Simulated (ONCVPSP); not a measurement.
## magnesium (Mg): variants of one ONCV potential

Base potential:

Mg (Z = 12), optimised norm-conserving Vanderbilt (ONCV), made with ONCVPSP 4.0.1 (LDA (Perdew-Zunger), scalar-relativistic). Core [He], reference 2s2 2p6 3s2. Waves: 2s+3s: rc 1.20 bohr, ncon 4, nbas 7, qcut 7.5 1/bohr, 2 projectors; 2p: rc 0.65 bohr, ncon 3, nbas 7, qcut 19.1 1/bohr, 2 projectors, debl 2.5 Ha. Local part: polynomial inside 0.60 bohr (lpopt 5, dvloc0 0 Ha). Core correction: polynomial model core, fcfact 0.25.

Cutoffs, loose and tight: the cutoffs (Ha) at which the residual kinetic energy of the hardest occupied pseudo-wave falls to 1 and 0.1 mHa per electron. They do not see the model core or the augmentation charge, which bear on the density cutoff. Test errors are all-electron minus pseudo excitation energies from the reference, over the configurations 2s2 2p6 3s1; 2s2 2p6 3s0; 2s2 2p6 3s1.5; 2s2 2p5 3s2. A dash means not determined; rows that change the core or the reference have their own tests.

```tsv
change	outcome	cutoff, loose	cutoff, tight	bound ghosts	GHOST(+) flags above zero	largest test error (meV)
base	generated	138 Ha	159 Ha	none	none	+48
s: qcut 10.4	generated	138 Ha	159 Ha	none	none	+46
s: rc 1.48	generated	138 Ha	159 Ha	none	none	+51
core correction Teter function fitted to the true core (icmod 2), fcfact 0.6	generated	138 Ha	159 Ha	none	none	+49
```

What comes out with this change to the base: p: qcut 29.4?

outcome: generated; cutoff, loose: 199 Ha; cutoff, tight: 244 Ha; bound ghosts: none; GHOST(+) flags above zero: none; largest test error (meV): +38.

What comes out with this change to the base: p: rc 0.48; local potential polynomial inside 0.48 bohr (lpopt 5, dvloc0 0 Ha)?

outcome: generated; cutoff, loose: 177 Ha; cutoff, tight: 654 Ha; bound ghosts: none; GHOST(+) flags above zero: none; largest test error (meV): +31.
